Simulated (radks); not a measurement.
Task: V2+, configuration [Ar] 3d3. Calculated with a radial shooting solver on a logarithmic mesh with Libxc functionals: Dirac Kohn-Sham, PBE, spin-unpolarised, spherical densities, point nucleus; open shells fill j = l - 1/2 first.

Spin-orbit splittings of the eigenvalues, e(l+1/2) - e(l-1/2), with zeta = 2 splitting/(2l+1) and mean radii in bohr:

shell  occ.  splitting (eV)  zeta (eV)  <r> j=l-1/2  <r> j=l+1/2
2p        6               ?          ?       0.2721       0.2749
3p        6          0.8305     0.5537        1.010        1.018
3d        3         0.07088    0.02835        1.320        1.323
4p        0         0.07966    0.05310        3.295        3.313

Estimate the 2p splitting.

Result: 7.102 eV (zeta = 4.735 eV).
